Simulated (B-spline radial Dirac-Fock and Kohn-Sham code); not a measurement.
ΔSCF core binding energies without Breit or QED terms, calculated with a B-spline atomic structure program.

A sound run for the Ge atom in the configuration [Ar] 3d10 4s2 4p2: The ground state converged in 11 iterations, with total energy -2097.47037 Ha, virial ratio 1.97879 and highest orbital energy -7.24 eV. ΔSCF binding energies: K (1s) 11134.2 eV, L3 (2p3/2) 1227.5 eV, M5 (3d5/2) 36.12 eV.

A second run, with one unsound setting: The ground state converged in 11 iterations, with total energy -2086.28829 Ha, virial ratio 1.98548 and highest orbital energy -7.37 eV. ΔSCF binding energies: K (1s) 11158.5 eV, L3 (2p3/2) 1242.2 eV, M5 (3d5/2) 38.64 eV.

```
iter   energy (Ha)        error
   1    -2085.44452805  2.78e+00
   2    -2086.09992111  3.22e-01
   3    -2086.28264836  6.70e-02
   4    -2086.28783333  2.34e-02
   5    -2086.28823455  4.84e-03
   6    -2086.28828342  2.15e-03
   7    -2086.28829418  3.65e-04
   8    -2086.28829483  3.74e-05
   9    -2086.28829483  2.78e-06
  11    -2086.28829483  2.94e-08
```

Task: Which fault fits the second run best?
A. too few iterations
B. mesh too coarse
C. tolerance below the noise
D. unbound anion

Result: B. The input had h = 0.9: h is too large to resolve the orbitals.
